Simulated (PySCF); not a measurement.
**Magnetisability: `C=C(CF)C1=CCOC1=O`, C$_{7}$H$_{7}$FO$_{2}$**

Molfile (atoms numbered from 1):
```
C7H7FO2
     RDKit          3D

 17 17  0  0  0  0  0  0  0  0999 V2000
   -1.5712   -0.6536   -1.5611 C   0  0  0  0  0  0  0  0  0  0  0  0
   -1.1097   -0.1407   -0.4226 C   0  0  0  0  0  0  0  0  0  0  0  0
   -2.0495    0.3829    0.6340 C   0  0  0  0  0  0  0  0  0  0  0  0
   -1.8467   -0.2402    1.8461 F   0  0  0  0  0  0  0  0  0  0  0  0
    0.3110   -0.0423   -0.1254 C   0  0  0  0  0  0  0  0  0  0  0  0
    0.9053    0.3775    1.0017 C   0  0  0  0  0  0  0  0  0  0  0  0
    2.3829    0.2897    0.8448 C   0  0  0  0  0  0  0  0  0  0  0  0
    2.5848   -0.1983   -0.4641 O   0  0  0  0  0  0  0  0  0  0  0  0
    1.4002   -0.4195   -1.0763 C   0  0  0  0  0  0  0  0  0  0  0  0
    1.3236   -0.8413   -2.1954 O   0  0  0  0  0  0  0  0  0  0  0  0
   -2.6277   -0.7259   -1.7555 H   0  0  0  0  0  0  0  0  0  0  0  0
   -0.9020   -1.0069   -2.3247 H   0  0  0  0  0  0  0  0  0  0  0  0
   -1.8889    1.4540    0.8079 H   0  0  0  0  0  0  0  0  0  0  0  0
   -3.0914    0.2007    0.3576 H   0  0  0  0  0  0  0  0  0  0  0  0
    0.4542    0.7158    1.9148 H   0  0  0  0  0  0  0  0  0  0  0  0
    2.8402   -0.4030    1.5615 H   0  0  0  0  0  0  0  0  0  0  0  0
    2.8776    1.2629    0.9470 H   0  0  0  0  0  0  0  0  0  0  0  0
  1  2  2  0
  2  3  1  0
  3  4  1  0
  2  5  1  0
  5  6  2  0
  6  7  1  0
  7  8  1  0
  8  9  1  0
  9 10  2  0
  9  5  1  0
  1 11  1  0
  1 12  1  0
  3 13  1  0
  3 14  1  0
  6 15  1  0
  7 16  1  0
  7 17  1  0
M  END
```

Computed with PySCF, GIAO PBE/pcSseg-1 magnetisability, rotational g tensor and spin-rotation constants, non-relativistic, gas phase. Geometry: GFN2-xTB.

Question: How diamagnetic is it, and how anisotropic?

Answer: Isotropic -1151 × 10⁻³⁰ J/T², or -69.3 × 10⁻⁶ cm³/mol; principal values -1531, -999, -924 × 10⁻³⁰ J/T², anisotropy 573 × 10⁻³⁰ J/T² (root of half the summed squared differences of the principal values). The susceptibility is in cgs units.

Question: Split it along the inertial axes a, b, c into diamagnetic and paramagnetic parts about the centre of mass, with the quadrupole moment.

Answer: 
```csv
axis,χ (10⁻⁶ cm³/mol),diamagnetic (10⁻⁶ cm³/mol),paramagnetic (10⁻⁶ cm³/mol),summed x² of all electrons (Å²),quadrupole Θ (D Å)
a,-56.1,-653.2,597.1,252.9,-6.19
b,-61.2,-1157.5,1096.3,134.1,+5.71
c,-90.7,-1641.8,1551.1,19.9,+0.48
```
Anisotropies 2χaa − χbb − χcc = +39.7 and 2χbb − χaa − χcc = +24.4 × 10⁻⁶ cm³/mol. Θ is traceless in Buckingham's convention.

Question: And the rotational g tensor?

Answer: 
| axis | rotational constant (GHz) | g | nuclear part | electronic part |
| --- | --- | --- | --- | --- |
| a | 2.1983 | -0.0441 | 0.5726 | -0.6167 |
| b | 1.0747 | -0.0225 | 0.5310 | -0.5535 |
| c | 0.7480 | -0.0042 | 0.5408 | -0.5451 |

Asymmetric top; isotopes 12C, 19F, 1H, 16O; no vibrational averaging.
